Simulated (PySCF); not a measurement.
C3H6OSi.
SMILES with atom numbers: `[CH:1]#[C:2][SiH2:3][O:4][CH3:5]` (hydrogens: H6 on C1; H7, H8 on Si3; H9, H10, H11 on C5)

Cartesian coordinates in Å at the GFN2-xTB level; atoms count from 1:
```
atom  x, y, z in Å
C1     2.7420    0.0239   -0.1384
C2     1.6457   -0.4650   -0.2086
Si3   -0.0639   -1.1844   -0.3204
O4    -1.1929   -0.0333   -0.5083
C5    -1.5071    1.0505    0.3074
H6     3.7049    0.4454   -0.0787
H7    -0.2584   -1.9479    0.9198
H8    -0.2702   -1.9170   -1.5599
H9    -1.8632    0.7133    1.2847
H10   -0.6353    1.6928    0.4578
H11   -2.2962    1.6244   -0.1813
```

Method: wB97X-D/def2-SVPD in PySCF (dipole) on a GFN2-xTB geometry, gas phase.

Masses are those of the commonest isotopes; rigid-rotor values at the optimised geometry. The values belong to one conformer with, in the numbering `[CH:1]#[C:2][SiH2:3][O:4][CH3:5]`, C2–Si3–O4–C5 -59°.

(1) Give the principal moments of inertia and the rotational constants in cm⁻¹.

(2) Classify the top.

(3) Is it planar, by Δ = Ic − Ia − Ib?

(4) Give the other two planar moments, Paa and Pbb, and the rms extents of the mass along the axes.

(5) List the rotational levels J(Ka,Kc) to J = 5 (MHz).

(6) Which types of transition are allowed, and where do some lines up to J = 3 fall?

(7) Estimate the classical rotational partition function at 10 K, 25 K and 100 K.

Results:

(1) Ia = 67.47, Ib = 206.40, Ic = 258.95 u·Å²; 505379 MHz·u·Å²/I gives 7491, 2449 and 1952 MHz, that is A = 0.24986, B = 0.08167, C = 0.06510 cm⁻¹.

(2) An asymmetric top. Ray's parameter κ = (2B − A − C)/(A − C) = -0.821; −1 is the prolate and +1 the oblate limit.

(3) Not planar: Δ = Ic − Ia − Ib = -14.92 u·Å². For a rigid frame Δ = −2 Σ m c², so Σ m c² = 7.46 u·Å² lies off the ab plane: 4.78 from hydrogen and 2.68 from heavier atoms. The atom farthest from that plane is 1.49 Å away.

(4) Paa = Σ m a² = (Ib + Ic − Ia)/2 = 198.94 and Pbb = Σ m b² = (Ia + Ic − Ib)/2 = 60.01 u·Å². With the mass M = 86.02 u, the rms extents √(P/M) along a, b and c are 1.52, 0.84, 0.29 Å.

(5) Above 0(0,0):
J = 1: 1(0,1) 4400, 1(1,1) 9442, 1(1,0) 9939
J = 2: 2(0,2) 13166, 2(1,2) 17746, 2(1,1) 19236, 2(2,1) 34362, 2(2,0) 34397
J = 3: 3(0,3) 26228, 3(1,3) 30180, 3(1,2) 33160, 3(2,2) 47563, 3(2,1) 47736, 3(3,1) 74036, 3(3,0) 74038
J = 4: 4(0,4) 43489, 4(1,4) 46721, 4(1,3) 51679, 4(2,3) 65136, 4(2,2) 65649, 4(3,2) 91702, 4(3,1) 91713, 4(4,1) 128676, 4(4,0) 128676
J = 5: 5(0,5) 64838, 5(1,5) 67342, 5(1,4) 74753, 5(2,4) 87060, 5(2,3) 88224, 5(3,3) 113808, 5(3,2) 113851, 5(4,2) 150755, 5(4,1) 150755, 5(5,1) 198296, 5(5,0) 198296

(6) The dipole components are |μa| = 0.28 D, |μb| = 1.04 D, |μc| = 0.70 D. The squared components, which scale the intensities, stand as 0.07 : 1.00 : 0.46 (a : b : c). Some lines, for components of 0.1 D or more:

```
type  branch         J(Ka,Kc)    MHz  lower level (cm⁻¹)
   a       Q  2(1,1) ← 2(1,2)   1491               0.592
   a       Q  3(1,2) ← 3(1,3)   2980               1.007
   c       Q  2(1,2) ← 2(0,2)   4580               0.439
   c       Q  1(1,1) ← 1(0,1)   5042               0.147
   b       Q  1(1,0) ← 1(0,1)   5539               0.147
   b       R  3(0,3) ← 2(1,2)   8482               0.592
   b       R  1(1,1) ← 0(0,0)   9442               0.000
   c       R  1(1,0) ← 0(0,0)   9939               0.000
   a       R  3(1,3) ← 2(1,2)  12434               0.592
   a       R  3(0,3) ← 2(0,2)  13062               0.439
   a       R  3(2,2) ← 2(2,1)  13201               1.146
   a       R  3(2,1) ← 2(2,0)  13339               1.147
   b       R  2(1,2) ← 1(0,1)  13345               0.147
   c       Q  2(2,1) ← 2(1,1)  15126               0.642
   b       Q  2(2,0) ← 2(1,1)  15161               0.642
   b       Q  2(2,1) ← 2(1,2)  16617               0.592
   b       R  3(1,3) ← 2(0,2)  17014               0.439
   b       Q  3(2,2) ← 3(1,3)  17383               1.007
   b       R  2(2,1) ← 1(1,0)  24423               0.332
   c       R  2(2,0) ← 1(1,0)  24458               0.332
   c       R  2(2,1) ← 1(1,1)  24920               0.315
   b       R  2(2,0) ← 1(1,1)  24955               0.315
   b       Q  3(3,0) ← 3(2,1)  26301               1.592
   b       R  3(2,2) ← 2(1,1)  28327               0.642
   c       R  3(2,1) ← 2(1,1)  28500               0.642
```

(7) Point group C1, symmetry number σ = 1; q = (√π/σ)·√((kT/h)³/(ABC)), k/h = 20836.6 MHz/K: 891 at 10 K, 3520 at 25 K, 28200 at 100 K.

Whether it is a minimum is left open (no frequencies). Constants of a rigid frame at the computed geometry: no zero-point averaging, no centrifugal distortion. A rigid rotor knows nothing of internal rotation, which can split or shift real lines.
